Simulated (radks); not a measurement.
Initial-state core-level shifts of the zinc ion Zn+ when its valence configuration changes from [Ar] 3d10 4s1. Calculated with a radial shooting solver on a logarithmic mesh with Libxc functionals: scalar-relativistic Kohn-Sham, PBEsol, spin-polarised, spherical densities, finite nucleus; open shells are filled with parallel spins first; Fermi nuclear charge, rms radius 3.9283 fm. Shifts are changes of the shell-averaged eigenvalues in eV (positive: less bound); the change of the density at the nucleus, which sets a Mossbauer isomer shift, is in e/bohr^3, on a base of 2.528e+04.

3d10 4p1: 1s -1.822; 2s -1.712; 3s -1.826; 3p -1.828; density at nucleus -11.648
3d8 4s1 4p2: 1s -19.445; 2s -21.236; 3s -18.618; 3p -18.205; density at nucleus +11.067
3d10 4s0.5 4p0.5: 1s -0.921; 2s -0.866; 3s -0.922; 3p -0.924; density at nucleus -5.755
3d9 4s2: 1s -7.725; 2s -8.564; 3s -7.494; 3p -7.310; density at nucleus +17.634
3d9 4s1 4p1: 1s -9.238; 2s -10.009; 3s -9.021; 3p -8.832; density at nucleus +4.866
3d8 4s2 4p1: 1s -18.253; 2s -20.069; 3s -17.406; 3p -17.003; density at nucleus +26.128
3d9.5 4s1.5: 1s -3.717; 2s -4.114; 3s -3.639; 3p -3.552; density at nucleus +8.266
3d9.5 4s1 4p0.5: 1s -4.493; 2s -4.846; 3s -4.428; 3p -4.339; density at nucleus +2.254
3d8 4s1.5 4p1.5: 1s -18.904; 2s -20.704; 3s -18.061; 3p -17.653; density at nucleus +18.740
